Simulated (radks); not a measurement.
Task: All-electron atom: the tellurium ion Te+ in [Kr] 4d10 5s2 5p3. All-electron calculation, Dirac Kohn-Sham, PBEsol, spin-unpolarised, spherical densities, point nucleus; open shells are shared between the two j in proportion to 2j + 1; speed of light set to 685.18 atomic units (5 times the physical value, a model run). Program: a radial shooting solver on a logarithmic mesh with Libxc functionals.

Spin-orbit splittings of the eigenvalues, e(l+1/2) - e(l-1/2), with zeta = 2 splitting/(2l+1) and mean radii in bohr:

| shell | occ. | splitting (eV) | zeta (eV) | <r> j=l-1/2 | <r> j=l+1/2 |
|---|---|---|---|---|---|
| 2p | 6 | ? | ? | 0.1071 | 0.1073 |
| 3p | 6 | 1.861 | 1.241 | 0.3259 | 0.3264 |
| 3d | 10 | 0.4281 | 0.1712 | 0.2970 | 0.2971 |
| 4p | 6 | 0.3536 | 0.2358 | 0.8327 | 0.8338 |
| 4d | 10 | 0.05951 | 0.02380 | 0.9635 | 0.9639 |
| 5p | 3 | 0.03438 | 0.02292 | 2.492 | 2.495 |

Estimate the 2p splitting.

Result: 10.06 eV (zeta = 6.710 eV).
